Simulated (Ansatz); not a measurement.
`C[O][Sn]([F])([F])[O]C` + GeH₄ → `C[O][Sn]([F])([F])[GeH3]` + CH₃OH at 600 K and 1 bar (formal exchange of groups at the Sn–O bond).

Isolated molecules relaxed with PBE0-D4/def2-TZVP in Ansatz; ΔE leaves out vibrations. CBS: MP2 limit from def2 TZ/QZ plus the TZ coupled-cluster correction, frozen cores. This one scheme is used for every species. def2 core potentials past Kr. For Ge, Sn outer-core shells are correlated without core-valence functions, which leaves a few kJ/mol of doubt a bond. Scalar relativity is left out up to krypton. Each species was taken in one conformer, which may not be the lowest.

```csv
species,CCSD(T)/CBS energy (Eh),H − E (kJ/mol),S (J/(mol·K))
`C[O][Sn]([F])([F])[O]C`,-643.74560,313.0,571.1
GeH₄,-2078.49493,105.8,256.4
`C[O][Sn]([F])([F])[GeH3]`,-2606.64402,265.3,582.4
CH₃OH,-115.61712,163.6,277.3
```

H − E and S are ideal-gas, rigid-rotor, harmonic terms from PBE0-D4/def2-TZVP, for one conformer and one mirror image of each species. 1 Eh = 2625.50 kJ/mol, R = 8.31446 J/(mol·K).

Q: By hand: ΔE, ΔH, ΔS and ΔG.

A: ΔE = (-2606.64402) + (-115.61712) − (-643.74560) − (-2078.49493) = -0.02061 Eh = -54.1 kJ/mol. Δ(H − E) = 265.3 + 163.6 − 313.0 − 105.8 = 10.1, so ΔH = -44.0 kJ/mol. ΔS = 582.4 + 277.3 − 571.1 − 256.4 = 32.2 J/(mol·K). ΔG = -44.0 − 600 × (32.2)/1000 = -63.3 kJ/mol.

Q: By hand: the equilibrium constant, and the temperature at which ΔG would vanish if ΔH and ΔS stayed fixed.

A: log₁₀ K = −ΔG/(RT ln 10) = 5.5. ΔH and −TΔS have one sign here, so there is no such temperature.

TΔS isn't small against ΔH here. A doubt of 5 kJ/mol in ΔE shifts log₁₀ K by 0.4 here. Other conformers and mirror images would add mixing entropy, several J/(mol·K) or more a flexible species. Modes under 60 cm⁻¹, often nearly free rotors, make the harmonic entropy too high. These are equilibria of isolated gas molecules and say nothing of rates. Largest T1 diagnostic: 0.015 (customary marks: 0.02 for closed shells, 0.045 for open ones).
